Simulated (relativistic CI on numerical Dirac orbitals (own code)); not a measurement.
Cubic crystal-field splitting of Pr4+ by operator equivalents

Problem. Pr4+ (4f) sits in a cubic field with the Wybourne parameters B⁴₀ = 3980 and B⁶₀ = 920 cm⁻¹. Find the levels of its ground J multiplet, neglecting the mixing with the other J.

Working.
1. One f electron has the ground level ²F5/2 with g_J = 6/7 and the Stevens factor β = 2/315. Rank 6 cannot act within J = 5/2.
2. Stevens form: B₄ = β B⁴₀/8 = 3.1587 cm⁻¹, in H = B₄(O₄⁰ + 5O₄⁴).
3. The eigenvalues of O₄⁰ + 5O₄⁴ for J = 5/2 are −240 (Γ7 doublet) and +120 (Γ8 quartet): E(Γ7) = -758.1, E(Γ8) = 379.0 cm⁻¹.
4. Order and energies above the lowest: Γ7 0.0, Γ8 1137.1 cm⁻¹. A Γ7 ground doublet has the isotropic |g| = 1.429.

Check. Diagonalising spin-orbit coupling (free-ion gap 2909 cm⁻¹, from a Dirac-Coulomb-Breit calculation) and field together in all 14 states gives Γ7 0.0, Γ8 934.6 cm⁻¹, with |g| = 1.345. The other multiplet starts at 2882 cm⁻¹; the differences from the hand values come from J mixing and grow with the ratio of the field to that gap.
